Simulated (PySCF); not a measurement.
**Correlation energy of Pt⁺ (platinum, charge +1)**

[Xe] 4f14 5d8 6s1, high-spin 4F determinant (an excited configuration). Computed with PySCF 2.14 in def2-QZVPPD with the def2 core potential (60 electrons) (7s5p4d4f2g, 88 functions), with a scalar-relativistic core potential. Frozen: 5s2 5p6; 9 electrons correlated.

MP2 pair energies summed by pair of shells (mhartree):

| pair | energy | share (%) |
| --- | --- | --- |
| 5d-5d | -203.32 | 81.9 |
| 5d-6s | -44.81 | 18.1 |

Total MP2 correlation energy: -248.12 mhartree.

Same-spin part -94.32 and opposite-spin part -153.80 mhartree; SCS-MP2 scales them by 1/3 and 6/5 to -216.00 mhartree.
